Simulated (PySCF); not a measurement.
Sc²⁰⁺ (scandium, charge +20) across methods

1s1, 2S determinant. Computed with PySCF 2.14 in an uncontracted even-tempered set (17 s from 17 bohr⁻², ratio 2; 7 p from 26 bohr⁻², ratio 2.2; 4 d from 77 bohr⁻², ratio 2.2; 3 f from 120 bohr⁻², ratio 2.2; 3 g from 170 bohr⁻², ratio 2.2; 2 h from 260 bohr⁻², ratio 2.2), with no relativity, point nucleus.

```tsv
method	E (hartree)	mean ε 1s α (eV)	Σ⟨r²⟩ (bohr²)	⟨S²⟩
PBE0	-220.403	-5899.7	0.006822	0.750
TPSSh	-220.500	-5889.1	0.006813	0.750
PBE	-220.369	-5866.2	0.006828	0.750
r2SCAN0	-220.500	-5911.5	0.006810	0.750
r2SCAN	-220.500	-5882.0	0.006812	0.750
UHF	-220.49993	-6000.1	0.006803	0.750
LDA	-219.628	-5849.3	0.006848	0.750
```

For one electron the Hartree and exchange-correlation energies should cancel; what remains is the self-interaction error.
